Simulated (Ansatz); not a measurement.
Two isomers of C2H9FSi2: A = `F[SiH2]CC[SiH3]`, B = `CC(F)[SiH2][SiH3]`.

Gas-phase electronic energies from Ansatz, PBE0-D4/def2-TZVP geometries. CCSD(T)/CBS adds triple-zeta CCSD(T) − MP2 to the extrapolated MP2 energy (def2 sets, frozen cores). DFT in def2-TZVPP. B3LYP here is the variant with VWN-RPA as its local correlation; programs differ in this. One conformer a species, not always the lowest.

Task: Which is lower in electronic energy at CCSD(T)/CBS, and by how much? (Best estimate.)

Result: Computed: A, by 215.8 kJ/mol.

Task: Give E(B) − E(A) in kJ/mol with HF/def2-TZVPP, B3LYP, PBE-D4, ωB97M-V, CCSD/def2-TZVPP, PBE0-D4, B3LYP-D4. (Best estimate.)

Result: Computed: HF/def2-TZVPP 218.0, B3LYP 200.2, PBE-D4 184.0, ωB97M-V 212.8, CCSD/def2-TZVPP 214.1, PBE0-D4 195.1, B3LYP-D4 203.6. None reverses the order clearly.

Largest T1 diagnostic: 0.012.

The D4 term adds +3.4 kJ/mol with B3LYP and +1.8 kJ/mol with PBE0; it sums over pairs of atoms, weighted by their polarisabilities, and B3LYP, whose exchange is more repulsive, gets the larger term. From PBE to PBE0 (25 % exact exchange), in def2-TZVPP and without D4, E(B) − E(A) moves by +11.5 kJ/mol.
